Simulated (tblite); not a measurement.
C4H11BO2S (charge +1 and doublet state).
Cartesian coordinates in Å at the GFN2-xTB level; atoms count from 1:
```xyz
19
C4H11BO2S angstrom
C     -2.412   -0.111    0.761
C     -1.875   -1.237   -0.086
S     -0.331   -0.954   -1.002
C      0.088    0.792   -0.843
C      1.583    0.957   -0.580
B      2.043    0.050    0.675
O      3.165    0.182    1.377
O      1.173   -0.947    0.986
H     -2.702    0.749    0.161
H     -1.695    0.194    1.521
H     -3.304   -0.465    1.274
H     -1.662   -2.120    0.522
H     -2.599   -1.537   -0.848
H     -0.183    1.256   -1.796
H     -0.499    1.235   -0.044
H      1.788    2.018   -0.439
H      2.155    0.646   -1.457
H      3.796    0.873    1.185
H      1.463   -1.573    1.655
```

Calculated harmonic vibrations of the isolated species, GFN2-xTB (tblite), most abundant isotopes, no scaling. Against measured fundamentals such values can be off by several per cent, at times by over 20. One conformer, not necessarily the lowest. Open shells enter through the occupations alone, without spin polarisation, and single modes of such species can be off by tens of per cent. The optimisation stopped once no atom felt more than 0.01 eV/Å.

Lowest wavenumbers of the output (negative numbers stand for imaginary wavenumbers):
```
mode    cm-1
  1     -21.0
  2      46.5
  3      69.5
  4     123.7
  5     174.5
  6     229.7
  7     268.1
  8     294.2
  9     353.9
 10     385.0
```

Is this structure a minimum?

Not by this Hessian. 1 mode is imaginary beyond 20i (21i cm⁻¹), so at this level the point lies at or near a first-order saddle. The curvature is small, so loose convergence or finite differences may be the whole cause.

Which atoms move in the imaginary mode?

21i: C1 (carbon bonded to C and 3 H) 39 %. These are shares of the mass-weighted motion.

What is the remedy?

Step along that mode in both directions, optimise again with tighter thresholds and repeat the frequencies. The zero-point energy of this point (95.5 kcal/mol) counts the 50 real modes alone, and thermal corrections from it aren't those of a minimum.

Run on an Arm Neoverse N1 with one thread, shared host. The figure is for the frequency step alone.
